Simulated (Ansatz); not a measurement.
Isolated molecules relaxed with PBE0-D4/def2-TZVP in Ansatz; ΔE leaves out vibrations. CCSD(T)/CBS is the MP2 limit (def2-TZVPP, def2-QZVPP) plus CCSD(T) − MP2 in def2-TZVPP, frozen cores. This one scheme is used for every species. Functionals use def2-TZVPP. B3LYP here is the variant with VWN-RPA as its local correlation; programs differ in this. For Se outer-core shells are correlated without core-valence functions, which leaves a few kJ/mol of doubt a bond. Scalar relativity is left out up to krypton. Each species was taken in one conformer, which may not be the lowest.

Consider the ligand exchange at the Se–C bond: `C[Se]C(O)O` + PH₃ → `C[Se]P` + `OCO`.

(1) Is it downhill or uphill in electronic energy at CCSD(T)/CBS, and by how much? (Best estimate.)

(2) What do these levels give: PBE0-D4, B3LYP-D4, ωB97X-V, r2SCAN, B3LYP, HF/def2-TZVPP, MP2/def2-TZVPP, SCS-MP2/def2-TZVPP, CCSD(T)/def2-TZVPP, MP2/def2-QZVPP, SCS-MP2/def2-QZVPP, HF/CBS(def2)? (Best estimate.)

Largest T1 diagnostic among the species: 0.013.

Results:

(1) Ansatz gave: Downhill: ΔE = -13.3 kcal/mol.

(2) Computed: PBE0-D4 -14.0, B3LYP-D4 -13.5, ωB97X-V -12.5, r2SCAN -13.0, B3LYP -14.2, HF/def2-TZVPP -15.9, MP2/def2-TZVPP -12.5, SCS-MP2/def2-TZVPP -12.8, CCSD(T)/def2-TZVPP -11.9, MP2/def2-QZVPP -13.4, SCS-MP2/def2-QZVPP -13.6, HF/CBS(def2) -16.2 kcal/mol.

From PBE to PBE0 (25 % exact exchange), in def2-TZVPP and without D4, ΔE moves by −0.8 kcal/mol. In def2-TZVPP, CCSD(T) changes the Hartree–Fock value by +4.1 kcal/mol (the triples alone add +0.6 kcal/mol) and MP2 by +3.4 kcal/mol.
